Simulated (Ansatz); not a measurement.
Mulliken charges of `C[O][In][NH2]` radical from PBE/def2-TZVPP in Ansatz (PBE0-D4/def2-TZVP geometry).

| atom | x (Å) | y (Å) | z (Å) | charge (e) |
| --- | --- | --- | --- | --- |
| C1 | -0.925 | 1.366 | 1.116 | -0.112 |
| O2 | -0.028 | 0.461 | 0.548 | -0.429 |
| In3 | -0.211 | -0.540 | -1.187 | 0.460 |
| N4 | 1.496 | -1.666 | -1.512 | -0.438 |
| H5 | -1.928 | 0.941 | 1.268 | 0.077 |
| H6 | -0.545 | 1.663 | 2.101 | 0.091 |
| H7 | -1.039 | 2.283 | 0.521 | 0.080 |
| H8 | 1.372 | -2.398 | -2.202 | 0.135 |
| H9 | 1.808 | -2.109 | -0.652 | 0.136 |

Q: By hand: the dipole of these point charges (1 e Å = 4.8032 D).

A: Σ q r = (-0.487, -0.074, -0.299) e Å, of length 0.576 e Å = 2.77 D.

Q: How does the dipole of the full density compare? (Best estimate.)

A: The calculation gave: (-0.254, -0.198, -0.136) e Å, 1.68 D; the point charges give 1.65 times that, at 27° from its direction.

Point charges leave out the atoms' own dipoles, such as those of lone pairs, and Mulliken's split depends on the basis, so the two needn't agree.
